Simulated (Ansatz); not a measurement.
Reaction (formal exchange of groups at the Si–S bond): `[SiH3]S[SiH2]Cl` + `N=C(S)S` → `N=C([SiH3])S` + `SS[SiH2]Cl`

Calculated with Ansatz (gas phase, PBE0-D4/def2-TZVP geometries, no zero-point term in ΔE). CBS: MP2 limit from def2 TZ/QZ plus the TZ coupled-cluster correction, frozen cores. DFT in def2-TZVPP. B3LYP here is the variant with VWN-RPA as its local correlation; programs differ in this. Each species was taken in one conformer, which may not be the lowest.

```
             level  ΔE (kJ/mol)  difference from CCSD(T)/CBS
         r2SCAN-D4         77.6                          3.8
           PBE0-D4         75.9                          2.1
          B3LYP-D4         68.9                         -4.9
            B2PLYP         72.9                         -0.9
               PBE         70.2                         -3.6
            r2SCAN         77.5                          3.7
              PBE0         75.1                          1.3
             B3LYP         67.3                         -6.5
    MP2/def2-TZVPP         84.5                         10.7
SCS-MP2/def2-TZVPP         79.1                          5.3
   CCSD/def2-TZVPP         75.5                          1.7
     HF/def2-QZVPP         73.2                         -0.6
    MP2/def2-QZVPP         83.0                          9.2
SCS-MP2/def2-QZVPP         77.9                          4.1
      HF/CBS(def2)         73.2                         -0.6
     MP2/CBS(def2)         82.2                          8.4
       CCSD(T)/CBS         73.8                            0
```

Largest T1 diagnostic among the species: 0.014.

From PBE to PBE0 (25 % exact exchange), in def2-TZVPP and without D4, ΔE moves by +5.0 kJ/mol.
